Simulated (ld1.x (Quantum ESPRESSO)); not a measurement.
cobalt, RRKJ: configuration errors across variants

cobalt (Co), norm-conserving RRKJ (Kleinman–Bylander form), made with ld1.x (Quantum ESPRESSO) 7.5 (LDA (PZ), non-relativistic). Core [Ne], reference 3s2 3p6 3d8 4s1 4p0. Waves: 3s (bound): rc 1.10 bohr; 3d (bound): rc 1.75 bohr; 3p (bound): rc 1.00 bohr. Local part: the p channel. Core correction: none.

Occupied shells without a wave of their own: 4s. They enter only through the test configuration that unscreens the potential.

All-electron excitation energies from the reference (eV): (1) 3s2 3p6 3d7 4s2 4p0 1.581; (2) 3s2 3p6 3d7 4s1 4p0 10.723; (3) 3s2 3p6 3d7 4s0 4p0 27.557; (4) 3s2 3p6 3d6 4s0 4p0 63.975; (5) 3s2 3p6 3d7 4s1.5 4p0 5.237; (6) 3s2 3p6 3d7 4s0 4p2 10.410; (7) 3s1 3p6 3d7 4s2 4p0 109.084; (8) 3s2 3p6 3d8 4s1 4p0 spin -1.136; (9) 3s2 3p6 3d7 4s2 4p0 spin -0.416.

Spin tests fill each open shell by Hund’s rule, majority spin first.

For the base: The 4s level has no wave, so the channel is fitted at the deeper level alone: the likely source of the large errors.

On the changes marked as counting shells twice: ld1.x takes every shell without a wave as core, so the model core holds the marked electrons as well and exchange and correlation see them twice. This cancels in the reference configuration, but the file is broken for other ones, and its errors say nothing about a proper core correction.

Tests that are not counted but printed errors over 1 eV. “all radii scaled by about 1.20 (s 1.32, p 1.20, d 2.10 bohr)”: all (the test run did not reproduce the reference configuration, from which every error is measured).

4 further variants failed, have other tests or another functional or relativity, and are left out.

The file “all radii scaled by about 1.20 (s 1.32, p 1.20, d 2.10 bohr)” misses its own reference levels by 0.4 eV. The file “type TM; local potential the s channel” misses its own reference levels by 0.3 eV.

Errors AE − PS in meV (a dash: test not solved or not reliable):

```tsv
change	(1)	(2)	(3)	(4)	(5)	(6)	(7)	(8)	(9)	bound ghosts
base	+222	+17	-311	-286	+133	-148	-141	+48	+327	none
all radii scaled by about 1.20 (s 1.32, p 1.20, d 2.10 bohr)	–	–	–	–	–	–	–	–	–	none
type TM; local potential the s channel	+465	+8.8	-737	-991	+268	-331	+557	+65	+580	none
core correction a·sin(br)/r model core inside 0.80 bohr (4s counted twice)	+209	-31	-687	-869	+128	-221	-162	-5.0	+301	none
wave 3p (bound): rc 1.00 bohr becomes 3p (bound): rc 1.48 bohr	+131	+18	-169	-102	+82	-161	-303	+42	+231	none
```

Give the same row for: local potential the s channel.

+488, +19, -744, -906, +285, -333, +363, +57, +588; bound ghosts: none.
